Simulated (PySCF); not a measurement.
PySCF job for CF2I, SMILES F[C](F)I, multiplicity 2, PBE-D3(BJ)/def2-SVP. The structure is a stationary point at PBE-D3(BJ)/def2-SVP. The isomer is the one that the SMILES or the coordinates give; other isomers of the formula were not compared. The def2 effective core potentials stand for the cores of I; spin–orbit coupling is left out.

```python
import numpy as np
from pyscf import gto, scf, dft, df
from pyscf.hessian import thermo

mol = gto.M(
    atom='''
    F    -1.95385613   -0.08886285    1.08460346
    C    -1.33148479    0.34391060   -0.00000000
    F    -1.95385612   -0.08886285   -1.08460345
    I     0.81430791   -0.00875344    0.00000000
    ''',
    basis='def2-SVP',
    ecp={'I': 'def2-svp'},
    charge=0,
    spin=1,
    max_memory=1600,
    verbose=3,
)
mf = dft.UKS(mol, xc='pbe').density_fit(auxbasis='def2-universal-jkfit')
mf.disp = 'd3bj'
mf.grids.level = 3
mf.conv_tol = 1e-11
mf.max_cycle = 100
mf.kernel()
fine, coarse = mf.grids, dft.Grids(mol).set(level=1).build(with_non0tab=True)
for _ in range(3):  # follow internal instabilities
    mf.grids = coarse
    mo, _, stable, _ = mf.stability(return_status=True, nroots=4)
    mf.grids = fine
    if stable:
        break
    mf.kernel(mf.make_rdm1(mo, mf.mo_occ))

# [left out here: the lines that compute and print the analytic Hessian (its translational invariance restored by hand, since the grid's response is missing), thermochemistry and intensities]
```

Output:

```

WARN: HOMO -0.68969233770623 >= LUMO -0.689692337706237

converged SCF energy = -534.99591583821  <S^2> = 0.75234813  2S+1 = 2.0023468
<class 'pyscf.df.df_jk.DFUKS'> wavefunction is stable in the internal stability analysis

WARN: DFTD3 does not support analytical Hessian, using finite difference


WARN: Mole.unit (angstrom) is changed to Bohr

Mode                                 0                   1                   2
Irrep
Freq [cm^-1]                      247.5865            253.3415            543.3411
Reduced mass [au]                  23.1855             18.3045             13.8076
Force const [Dyne/A]                0.8374              0.6922              2.4017
Char temp [K]                     356.2218            364.5020            781.7469
Normal mode                   x     y     z       x     y     z       x     y     z
       0   F                -0.13  0.00 -0.02   -0.14  0.01  0.03   -0.02  0.05  0.08
       1   C                -0.08 -0.02  0.00    0.00  0.00  0.11    0.08 -0.22  0.00
       2   F                -0.13  0.00  0.02    0.14 -0.01  0.03   -0.02  0.05 -0.08
       3   I                 0.05  0.00 -0.00   -0.00 -0.00 -0.02   -0.00  0.01  0.00
Mode                                 3                   4                   5
Irrep
Freq [cm^-1]                      611.4862           1142.4310           1214.1638
Reduced mass [au]                  15.4872             13.9818             13.5700
Force const [Dyne/A]                3.4119             10.7516             11.7865
Char temp [K]                     879.7924           1643.7038           1746.9113
Normal mode                   x     y     z       x     y     z       x     y     z
       0   F                -0.02  0.01 -0.12    0.06  0.04 -0.07   -0.04 -0.03  0.07
       1   C                 0.17 -0.06 -0.00   -0.19 -0.13  0.00   -0.00 -0.00 -0.24
       2   F                -0.02  0.01  0.12    0.06  0.04  0.07    0.04  0.03  0.07
       3   I                -0.01  0.00  0.00    0.00  0.00 -0.00    0.00  0.00  0.00
temperature 298.1500 [K]
pressure 101325.00 [Pa]
Rotational constants [GHz] 10.88533 2.01140 1.71766
Symmetry number 1
Zero-point energy (ZPE) 0.00914 [Eh]   23999.182 [J/mol]
                           tot       elec      trans        rot        vib
Entropy [J/mol/K]       309.115      5.763    173.295    111.083     18.973
Cv [J/mol/K]             50.579      0.000     12.472     12.472     25.636
Cp [J/mol/K]             58.894      0.000     20.786     12.472     25.636
Internal energy [J/mol]                      3718.434   3718.434  27560.152
Internal energy [Eh]   -534.98259  -534.99592
Enthalpy [J/mol]                             6197.391   3718.434  27560.152
Enthalpy [Eh]          -534.98164
Gibbs free energy [J/mol]                  -45470.506 -29400.975  21903.204
Gibbs free energy [Eh] -535.01674
mode   freq/cm-1   IR/(km/mol)
   1      247.59         4.030
   2      253.34         0.001
   3      543.34        16.432
   4      611.49        38.946
   5     1142.43       447.566
   6     1214.16       225.451
max |gradient| / (hartree/bohr): 0.00010656813130578938
APT charges: [-0.4938  1.2238 -0.4938 -0.2363]
```

The calculation finished and met its thresholds.
